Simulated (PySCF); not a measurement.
C (carbon, neutral) across methods

[He] 2s1 2p3, high-spin 5S determinant (an excited configuration). Computed with PySCF 2.14 in x2c-TZVPPall (5s3p2d1f, 31 functions), with scalar relativity by spin-free X2C-1e.

```json
{"method": "M06", "E (hartree)": "-37.6909", "mean ε 1s β (eV)": "-280.13", "mean ε 2s α (eV)": "-17.528", "mean ε 2p α (eV)": "-8.144", "Σ⟨r²⟩ (bohr²)": "13.82", "⟨S²⟩": "6.000"}
{"method": "wB97X-V", "E (hartree)": "-37.6959", "mean ε 1s β (eV)": "-281.41", "mean ε 2s α (eV)": "-20.800", "mean ε 2p α (eV)": "-10.869", "Σ⟨r²⟩ (bohr²)": "14.03", "⟨S²⟩": "6.000"}
{"method": "UHF", "E (hartree)": "-37.61254", "mean ε 1s β (eV)": "-305.56", "mean ε 2s α (eV)": "-25.621", "mean ε 2p α (eV)": "-13.030", "Σ⟨r²⟩ (bohr²)": "13.53", "⟨S²⟩": "6.000"}
{"method": "LDA", "E (hartree)": "-37.3327", "mean ε 1s β (eV)": "-268.43", "mean ε 2s α (eV)": "-15.237", "mean ε 2p α (eV)": "-6.862", "Σ⟨r²⟩ (bohr²)": "14.24", "⟨S²⟩": "6.000"}
{"method": "PBE0", "E (hartree)": "-37.6730", "mean ε 1s β (eV)": "-279.77", "mean ε 2s α (eV)": "-18.077", "mean ε 2p α (eV)": "-8.427", "Σ⟨r²⟩ (bohr²)": "13.87", "⟨S²⟩": "6.000"}
{"method": "BHandHLYP", "E (hartree)": "-37.6895", "mean ε 1s β (eV)": "-289.21", "mean ε 2s α (eV)": "-20.303", "mean ε 2p α (eV)": "-9.721", "Σ⟨r²⟩ (bohr²)": "13.78", "⟨S²⟩": "6.000"}
{"method": "r2SCAN", "E (hartree)": "-37.7154", "mean ε 1s β (eV)": "-274.73", "mean ε 2s α (eV)": "-16.662", "mean ε 2p α (eV)": "-7.245", "Σ⟨r²⟩ (bohr²)": "13.81", "⟨S²⟩": "6.000"}
{"method": "MN15", "E (hartree)": "-37.6760", "mean ε 1s β (eV)": "-275.42", "mean ε 2s α (eV)": "-17.854", "mean ε 2p α (eV)": "-8.856", "Σ⟨r²⟩ (bohr²)": "13.99", "⟨S²⟩": "6.000"}
```

(1) Estimate the same row for PBE.

Results:

(1) E (hartree) = -37.6600; mean ε 1s β (eV) = -270.95; mean ε 2s α (eV) = -15.449; mean ε 2p α (eV) = -6.790; Σ⟨r²⟩ (bohr²) = 14.08; ⟨S²⟩ = 6.000.
